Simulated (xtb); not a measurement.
xtb input (GFN1-xTB):

```bash
xtb mol.xyz --gfn 1 --sp --chrg 0 --uhf 0
```
mol.xyz:
```
3

O     -0.00000000    -0.00000000    -1.51012766
Si     0.00000000     0.00000000     0.00000000
O      0.00000000     0.00000000     1.51012766
```

End of the output:

```
         :::::::::::::::::::::::::::::::::::::::::::::::::::::
         ::                     SUMMARY                     ::
         :::::::::::::::::::::::::::::::::::::::::::::::::::::
         :: total energy             -11.343537862046 Eh    ::
         :: gradient norm              0.032875570510 Eh/a0 ::
         :: HOMO-LUMO gap              5.522493891819 eV    ::
         ::.................................................::
         :: SCC energy               -11.422624140810 Eh    ::
         :: -> electrostatic           0.055838088546 Eh    ::
         :: repulsion energy           0.079604266289 Eh    ::
         :: dispersion energy         -0.000517987526 Eh    ::
         :: halogen bond corr.         0.000000000000 Eh    ::
         :: add. restraining           0.000000000000 Eh    ::
         :: total charge               0.000000000000 e     ::
         :::::::::::::::::::::::::::::::::::::::::::::::::::::

           -------------------------------------------------
          |                Property Printout                |
           -------------------------------------------------

    * Orbital Energies and Occupations

         #    Occupation            Energy/Eh            Energy/eV
      -------------------------------------------------------------
         1        2.0000           -0.7817983             -21.2738
         2        2.0000           -0.7674135             -20.8824
         3        2.0000           -0.6191823             -16.8488
         4        2.0000           -0.5760467             -15.6750
         5        2.0000           -0.5760467             -15.6750
         6        2.0000           -0.5619918             -15.2926
         7        2.0000           -0.5619918             -15.2926
         8        2.0000           -0.5573309             -15.1657 (HOMO)
         9                         -0.3543829              -9.6433 (LUMO)
        10                         -0.2180689              -5.9340
        11                         -0.2180689              -5.9340
        12                         -0.1384587              -3.7677
        13                         -0.1384587              -3.7677
        14                          0.2481401               6.7522
        15                          0.2481401               6.7522
        16                          0.7809243              21.2500
        17                          1.8650923              50.7517
      -------------------------------------------------------------
Note: The following floating-point exceptions are signalling: IEEE_DENORMAL
normal termination of xtb
                  HL-Gap            0.2029479 Eh            5.5225 eV
             Fermi-level           -0.4558569 Eh          -12.4045 eV

  Mulliken/CM5 charges         n(s)   n(p)   n(d)
     1O    -0.36272 -0.36506   1.696  4.667  0.000
     2Si    0.72545  0.73013   1.001  1.244  1.029
     3O    -0.36272 -0.36506   1.696  4.667  0.000

Wiberg/Mayer (AO) data.
largest (>0.10) Wiberg bond orders for each atom

 ---------------------------------------------------------------------------
     #   Z sym  total        # sym  WBO       # sym  WBO       # sym  WBO
 ---------------------------------------------------------------------------
     1   8 O    2.433 --     2 Si   2.326     3 O    0.107
     2  14 Si   4.653 --     1 O    2.326     3 O    2.326
     3   8 O    2.433 --     2 Si   2.326     1 O    0.107
 ---------------------------------------------------------------------------

Topologies differ in total number of bonds
Writing topology from bond orders to xtbtopo.mol

 dipole moment from electron density (au)
     X       Y       Z
   0.0000   0.0000  -0.0000  total (Debye):    0.000

           -------------------------------------------------
          | TOTAL ENERGY              -11.343537862046 Eh   |
          | GRADIENT NORM               0.032875570510 Eh/α |
          | HOMO-LUMO GAP               5.522493891819 eV   |
           -------------------------------------------------

------------------------------------------------------------------------
------------------------------------------------------------------------
 total:
 SCF:
```
